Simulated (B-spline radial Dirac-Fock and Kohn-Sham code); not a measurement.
Method: ΔSCF Dirac-Fock with Breit, self-energy and vacuum polarisation, finite nucleus, configuration average. Computed with a radial atomic solver. Free neutral atoms up to Cf, the lines Kα1, Kβ1, Lα1, Lβ1, Lβ2, Lγ1, Lℓ and Mα1 where both subshells are closed (so no Lα of most 3d metals and no Mα of most lanthanides); Na, Y were not searched.

Q: Hf Lβ1 is computed at 9022.2 eV. Which of the searched lines of other elements lie within 94 eV and could overlap it in an energy-dispersive spectrum?

A: Lu Lβ2 at 9046.3 eV (+24); Er Lγ1 at 9079.6 eV (+57); Tl Lℓ at 8944.2 eV (-78).
